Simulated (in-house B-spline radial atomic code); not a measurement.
**K: [Ar] 4s1**

Computed with an all-electron radial atomic-structure program (B-spline basis): Dirac-Kohn-Sham CAM-B3LYP, spherical fractional occupations, exact exchange averaged over the configuration, Fermi nucleus of rms radius 3.4349 fm.

Z_r = [3n² - l(l+1)]/(2<r>); Z_e = n√(-2ε); the last column is Slater's effective charge. Values are occupation-weighted means over j.

| shell | electrons | ε (eV) | <r> (bohr) | Z_r | Z_e | Slater |
| --- | --- | --- | --- | --- | --- | --- |
| 1s | 2 | -3550.2 | 0.08103 | 18.51 | 16.15 | 18.70 |
| 2s | 2 | -364.19 | 0.3871 | 15.50 | 10.35 | 14.85 |
| 2p | 6 | -289.1 | 0.3502 | 14.28 | 9.22 | 14.85 |
| 3s | 2 | -40.125 | 1.271 | 10.62 | 5.15 | 7.75 |
| 3p | 6 | -22.251 | 1.436 | 8.70 | 3.84 | 7.75 |
| 4s | 1 | -3.7309 | 4.924 | 4.87 | 2.09 | 2.20 |

The least bound orbital is 4s1/2 at -3.731 eV, and it is also the most diffuse (<r> = 4.924 bohr).

Spin-orbit splittings of the orbital energies (j = l + 1/2 above j = l - 1/2 when positive): 2p 2.914 eV, 3p 0.28 eV.

For the 1s electron the small component carries 0.46 % of the norm, the zero-frequency Breit interaction raises the level by 3.051 eV, self-energy by 1.398 eV, and vacuum polarisation lowers it by 0.1006 eV.
